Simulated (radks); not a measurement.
These are the eigenvalues of the occupied orbitals of an atom or ion with whole-number occupations (Ry). Calculated with a radial shooting solver on a logarithmic mesh with Libxc functionals: non-relativistic Kohn-Sham, LB94 model potential, spin-polarised, spherical densities, point nucleus.

| orbital | eigenvalue |
|---|---|
| 1s down | -2297.914 |
| 1s up | -2297.899 |
| 2s up | -460.9424 |
| 2s down | -460.8849 |
| 2p up | -442.5201 |
| 2p down | -442.2942 |
| 3s up | -178.3593 |
| 3s down | -177.6904 |
| 3p up | -171.5359 |
| 3p down | -170.9570 |

Which element is it, and in what charge state? The configuration may be excited. Open shells, if any, are filled with parallel spins first.

Answer. Z = 51, antimony, charge +35: Sb35+ in [Ne] 3s2 3p4. The list shows which subshells hold electrons but not how many an open one holds; the 1s level, -1149 hartree, gives Z - s = 47.9 by -(Z - s)^2/2, which with screening narrows Z to a few neighbours, and the depths of the outer levels then fix element, charge and occupations together.
